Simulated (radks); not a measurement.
Results of a calculation; reference values are marked as such.
Q: Species: Er3+. Configuration: [Xe] 4f11. Level of theory: Dirac Kohn-Sham, BLYP, spin-unpolarised, spherical densities, finite nucleus; open shells fill j = l - 1/2 first; Fermi nuclear charge, rms radius 5.2516 fm (a radial shooting solver on a logarithmic mesh with Libxc functionals). Some entries of the table are withheld. Estimate them.

| orbital | occ. | eigenvalue (eV) | <1/r> (bohr^-1) | r(max) (bohr) |
|---|---|---|---|---|
| 1s1/2 | 2 | -57332.76 | 77.54 | 0.01286 |
| 2s1/2 | 2 | -9654.028 | 18.65 | 0.07342 |
| 2p1/2 | 2 | -9198.364 | 18.63 | (1) |
| 2p3/2 | 4 | -8281.243 | 16.15 | (2) |
| 3s1/2 | 2 | -2188.847 | 6.825 | 0.2074 |
| 3p1/2 | 2 | -1988.583 | 6.742 | 0.1950 |
| 3p3/2 | 4 | -1796.006 | 6.109 | 0.2080 |
| 3d3/2 | 4 | -1452.879 | 5.995 | 0.1642 |
| 3d5/2 | 6 | -1410.792 | 5.840 | 0.1678 |
| 4s1/2 | 2 | -458.1988 | (3) | 0.4741 |
| 4p1/2 | 2 | (4) | 2.750 | 0.4763 |
| 4p3/2 | 4 | (5) | 2.531 | 0.5039 |
| 4d3/2 | 4 | -202.6522 | 2.311 | (6) |
| 4d5/2 | 6 | -194.7305 | 2.258 | (7) |
| 5s1/2 | 2 | -81.6426 | (8) | 1.103 |
| 5p1/2 | 2 | -59.3346 | 0.9638 | 1.197 |
| 5p3/2 | 4 | -53.4590 | 0.8893 | 1.279 |
| 4f5/2 | 6 | -35.7695 | 1.719 | 0.5029 |
| 4f7/2 | 5 | -34.6133 | 1.694 | 0.5081 |

A: 
(1) 2p1/2 r(max) (bohr): 0.05512
(2) 2p3/2 r(max) (bohr): 0.06134
(3) 4s1/2 <1/r> (bohr^-1): 2.858
(4) 4p1/2 eigenvalue (eV): -378.1105
(5) 4p3/2 eigenvalue (eV): -334.6285
(6) 4d3/2 r(max) (bohr): 0.5064
(7) 4d5/2 r(max) (bohr): 0.5153
(8) 5s1/2 <1/r> (bohr^-1): 1.087
